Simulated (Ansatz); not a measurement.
```yaml
crystal:
  periodic: [false, false, false]
  atoms:
    - {symbol: Ag, position_ang: [-1.609391, -1.293355, -0.251720]}
    - {symbol: Ag, position_ang: [0.454331, 0.202189, 0.007256]}
    - {symbol: H, position_ang: [2.049556, 0.384972, 0.752799]}
    - {symbol: H, position_ang: [-1.048061, 0.347890, -0.609974]}
basis:
  gaussian: {orbitals: def2-SVP, final_grid: {core_spheres: 5, valence_spheres: 4, degree: 11}, point_charges: [{charge: 0.50, position_ang: [6.547, 0.709, -0.693]}]}
hamiltonian: {xc: {name: PBE0}, dispersion: d3bjatm, pseudopotentials: {relativity: none}}
scf: {lower_state_search: full}
```

```sh
$ ansatz run in.yaml --threads 4 --pin off --events-out ev --progress --plain --max-ram 3916MiB
```

It prints (some lines left out):

```
Functional definition: PBE0
800 factors; their error is unknown
mean field evaluation 1: about -8026.4879 eV, gradient 3.1e1 eV
mean field evaluation 2: about -8022.3282 eV, gradient 5.6e1 eV
mean field evaluation 4: about -8028.9037 eV, gradient 2.1e0 eV
mean field evaluation 8: about -8029.1329 eV, gradient 4.4e-2 eV
mean field evaluation 16: about -8026.7072 eV, gradient 3.1e1 eV
mean field evaluation 32: about -8029.1329 eV, gradient 4.2e-3 eV
mean field evaluation 64: about -8028.9155 eV, gradient 6.9e-2 eV
mean field -8029.13287422 eV, -295.0651907858 hartree, gradient 6.9e-5 eV, S^2 0.000000; 4 other end points of the search recorded, 0 dependent functions left out
reference -8029.13290869 eV, -295.0651920525 hartree; 20, 20 occupied and 52, 52 virtual orbitals, 800 factors
Total energy: -8029.20371909 eV, -295.0677942870 hartree
```

Run time 0.75 s (4 threads of Arm Neoverse V2 on a shared host).

In the def2 sets Ag takes a core potential; there is no spin–orbit coupling.
